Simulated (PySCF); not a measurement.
**Electron correlation in Mo(2+) (molybdenum, charge +2)**

[Kr] 4d4, high-spin 5D determinant. Calculation: PySCF 2.14, in x2c-TZVPPall; the spin-free X2C one-electron Hamiltonian (Gaussian nucleus). Frozen: [Kr]; 4 electrons correlated.

```tsv
level	correlation energy (mhartree)
CCSD	-39.84
(T)	-0.37
CCSD(T)	-40.21
```

Diagnostics: T1 = 0.0012, D1 = 0.0021, largest double amplitude 0.026.

Cost of the coupled-cluster step: about 2.6 core-seconds, for 4 correlated electrons.

Iterations:

```
CC2 = 0
CCSD nocc = (np.int64(4), np.int64(0)), nmo = (61, 61)
frozen orbitals [[0, 1, 2, 3, 4, 5, 6, 7, 8, 9, 10, 11, 12, 13, 14, 15, 16, 17], [0, 1, 2, 3, 4, 5, 6, 7, 8, 9, 10, 11, 12, 13, 14, 15, 16, 17]]
max_cycle = 100
direct = 0
conv_tol = 1e-08
conv_tol_normt = 1e-06
diis_space = 8
diis_start_cycle = 0
Init t2, MP2 energy = -0.0344905255458385
Init E_corr(UCCSD) = -0.0344905255458535
cycle = 1  E_corr(UCCSD) = -0.0390416896241303  dE = -0.00455116408  norm(t1,t2) = 0.0150143
cycle = 2  E_corr(UCCSD) = -0.0396976279998088  dE = -0.000655938376  norm(t1,t2) = 0.00325425
cycle = 3  E_corr(UCCSD) = -0.0398549418801547  dE = -0.00015731388  norm(t1,t2) = 0.00112134
cycle = 4  E_corr(UCCSD) = -0.0398426510606646  dE = 1.22908195e-05  norm(t1,t2) = 0.000278702
cycle = 5  E_corr(UCCSD) = -0.0398436892630228  dE = -1.03820236e-06  norm(t1,t2) = 6.58713e-05
cycle = 6  E_corr(UCCSD) = -0.0398436990410865  dE = -9.7780637e-09  norm(t1,t2) = 2.02473e-05
cycle = 7  E_corr(UCCSD) = -0.0398436828689096  dE = 1.61721769e-08  norm(t1,t2) = 8.45966e-06
cycle = 8  E_corr(UCCSD) = -0.0398436753886632  dE = 7.48024637e-09  norm(t1,t2) = 1.51064e-06
cycle = 9  E_corr(UCCSD) = -0.0398436799592468  dE = -4.57058357e-09  norm(t1,t2) = 1.74505e-07
UCCSD converged
E(UCCSD) = -4045.448697601988  E_corr = -0.03984367995924677
UCCSD(T) correction = -0.000370896588182518
```
